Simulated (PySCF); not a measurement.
CH3O3Tc, SMILES [CH3][Tc](=[O])(=[O])=[O], multiplicity 1. Geometry: PBE-D3(BJ)/def2-SVP. The multiplicity is an assumed one; other spin states were not compared. The def2 effective core potentials stand for the cores of Tc; spin–orbit coupling is left out.

Computed with PBE-D3(BJ)/def2-SVP (PySCF).

Harmonic wavenumbers (cm⁻¹): 167, 205, 205, 280, 329, 329, 558, 689, 689, 981, 993, 993, 1153, 1345, 1345, 2974, 3098, 3098. Rotational constants (GHz): 3.898, 3.498, 3.498; symmetry number 3.

Problem. Work out the zero-point energy and the ideal-gas rigid-rotor harmonic-oscillator thermochemistry at 298.15 K and 1 atm.

Solution. ZPE = ½ Σ hcν = ½ × 19432 cm⁻¹ = 116.23 kJ/mol. H − E(el) = 135.36 kJ/mol. Entropy in J/(mol K): translation 172.11, rotation 100.96, vibration 51.31, total 324.39. G − E(el) = 38.64 kJ/mol. Cp = 95.93 J/(mol K).
